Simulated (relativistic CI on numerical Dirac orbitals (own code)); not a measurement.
**One change at a time: Xe¹⁸⁺**

Base calculation: Dirac-Coulomb-Breit CI, KLI orbitals optimised for each configuration, model QED, unscaled Slater integrals.

Configurations in the expansion (outside the closed core [Ar] 3d10): 4s²4p⁶, 4s²4p⁵4d, 4s4p⁶4d, 4s²4p⁵4f, 4s4p⁶4f, 4s²4p⁵5s, 4s²4p⁵5p, 4s4p⁶5s, 4s²4p⁵5d, 4p⁶4d4f, 4s4p⁶5p, 4s²4p⁵5f, 4s²4p⁵6s, 4s²4p⁵5g, 4s4p⁶5d, 4s²4p⁵6p, 4s²4p⁵6d, 4s4p⁶5f, 4p⁶4f5s, 4s²4p⁵6f, 4s4p⁶6s, 4p⁶4d², 4p⁵4d³, 4p⁵4d²4f, 4p⁵4d²5s, 4p⁵4d²5p, 4p⁶4f², 4p⁵4d4f², 4p⁵4f³, 4p⁵4f²5s, 4p⁵4f²5p, 4p⁶4d5s, 4p⁵4d4f5s, 4p⁵4d5s², 4p⁵4d5s5p. Double excitations out of closed p, d and f shells are left out; levels of such configurations are missing from the list, as are those of other unlisted configurations, and high levels can miss mixing partners. These lack a partner that the ground configuration has and come out too high: 4s²4p⁵5d, 4s²4p⁵5f, 4s²4p⁵6s, 4s²4p⁵5g, 4s²4p⁵6p.

Variants: (1) Breit term removed. Shifts of the energy above 4s²4p⁶ ¹S0, in cm⁻¹, for the lowest level and the first level of each name with at least 55 % of one term (blank where a level changes its place among those of its configuration and J or its character, or is not in the variant):

```csv
Level,Base,Δ(1)
4s²4p⁶ ¹S0,0,0
4s²4p⁵4d ³P°0,640065,+1155
4s²4p⁵4d ³P°1,653129,+1411
4s²4p⁵4d ³F°3,674383,+1408
4s²4p⁵4d ³F°4,681142,+2109
4s²4p⁵4d ³D°3,722648,+2006
4s²4p⁵4d ³D°1,762865,+2200
4s²4p⁵4d ³F°2,793127,+2969
4s²4p⁵4d ¹P°1,952121,+2677
4s4p⁶4d ³D1,1252278,+1345
4s4p⁶4d ³D2,1261426,+1620
4s4p⁶4d ³D3,1278959,+2173
4s4p⁶4d ¹D2,1346782,+1825
4s²4p⁵4f ³G5,1508208,+3110
```

At this charge energies of transitions that change n are usually good to better than 1 %, and those within a shell (Δn = 0) to a few per cent.

Ionisation energy from the two ground configurations alone: base 549.719 eV; Breit term removed 550.037 eV. The NIST ASD value (theoretical) is 549 eV.

LS names give the leading component of a level, which can be under half, so a name can repeat, a term be missing and a line seem to break the LS rules.
